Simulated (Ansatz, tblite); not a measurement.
Forces on Ga₅P₄H₁₆⁻, a cluster cut from zinc blende GaP (hydrogen-capped) at its PBE-D4/def2-SVP geometry. The state is a singlet with charge -1.

The xTB rows come from tblite. Single mean-field runs in def2-TZVP are fitted with def2-universal-jkfit.

GFN2-xTB (tblite), largest force 0.87 eV/Å:

```xyz
25
positions Å, forces eV/Å
Ga   -0.922    1.500    2.384   -0.002    0.002   -0.022
Ga   -2.880   -0.352   -0.595    0.013    0.016    0.001
Ga    0.247    2.116   -1.476    0.006    0.054   -0.038
Ga    2.838   -0.009    0.851   -0.010    0.007   -0.018
Ga    0.882   -1.859   -2.131    0.004    0.020    0.004
P    -1.508    1.493    0.065   -0.590    0.575    0.031
P     0.898   -0.119    2.322    0.037   -0.570    0.653
P    -1.153   -2.059   -0.807   -0.198   -0.792    0.294
P     1.707    0.204   -1.246    0.667    0.071   -0.480
H    -2.067    0.878    3.297    0.212    0.145   -0.127
H    -0.225    2.866    2.800   -0.211   -0.230   -0.021
H    -3.857   -0.822    0.569    0.138    0.076   -0.240
H    -3.433   -0.161   -2.072    0.008   -0.023    0.311
H     0.993    3.400   -0.908   -0.150   -0.214   -0.157
H    -0.350    2.127   -2.951    0.131    0.052    0.270
H     3.566    1.344    1.255   -0.044   -0.296   -0.089
H     3.602   -1.398    0.985   -0.098    0.269   -0.001
H     0.369   -1.682   -3.624    0.173   -0.090    0.243
H     1.809   -3.094   -1.747   -0.171    0.200   -0.113
H    -2.432    2.589   -0.009    0.453   -0.511    0.020
H     1.388   -0.260    3.661   -0.294   -0.022   -0.700
H     0.330   -1.429    2.217    0.339    0.669    0.176
H    -1.804   -3.271   -1.210    0.362    0.594    0.304
H    -0.792   -2.497    0.508   -0.246    0.118   -0.720
H     2.793    0.494   -2.138   -0.527   -0.119    0.419
```

PBE-D4/def2-TZVP (Ansatz), largest force 0.19 eV/Å:

```
Ga 0.003 -0.028 -0.026
Ga 0.033 0.000 0.019
Ga -0.004 -0.034 0.024
Ga -0.034 -0.013 -0.011
Ga -0.004 0.015 0.034
P -0.098 0.115 -0.006
P 0.001 -0.128 0.129
P -0.036 -0.163 0.074
P 0.116 0.029 -0.092
H 0.021 0.020 -0.015
H -0.015 -0.027 -0.003
H 0.013 0.012 -0.028
H 0.006 -0.007 0.029
H -0.014 -0.019 -0.016
H 0.013 0.006 0.026
H -0.010 -0.029 -0.005
H -0.008 0.032 -0.003
H 0.011 -0.009 0.027
H -0.016 0.024 -0.016
H 0.111 -0.130 0.008
H -0.065 0.007 -0.167
H 0.080 0.172 0.029
H 0.083 0.146 0.061
H -0.054 0.045 -0.178
H -0.130 -0.034 0.106
```

ωB97X-V/def2-TZVP (Ansatz), largest force 0.68 eV/Å:

```
Ga 0.019 -0.016 -0.063
Ga 0.063 0.025 0.002
Ga -0.008 -0.069 0.049
Ga -0.058 0.016 -0.031
Ga -0.015 0.056 0.034
P -0.373 0.368 0.017
P 0.011 -0.468 0.489
P -0.140 -0.611 0.260
P 0.422 0.049 -0.306
H 0.120 0.086 -0.088
H -0.095 -0.132 -0.023
H 0.088 0.056 -0.137
H 0.026 -0.017 0.161
H -0.079 -0.115 -0.081
H 0.069 0.025 0.144
H -0.046 -0.152 -0.043
H -0.063 0.159 -0.014
H 0.075 -0.038 0.141
H -0.095 0.129 -0.062
H 0.290 -0.335 0.018
H -0.149 0.071 -0.436
H 0.188 0.441 0.029
H 0.205 0.403 0.107
H -0.118 0.153 -0.440
H -0.339 -0.084 0.274
```
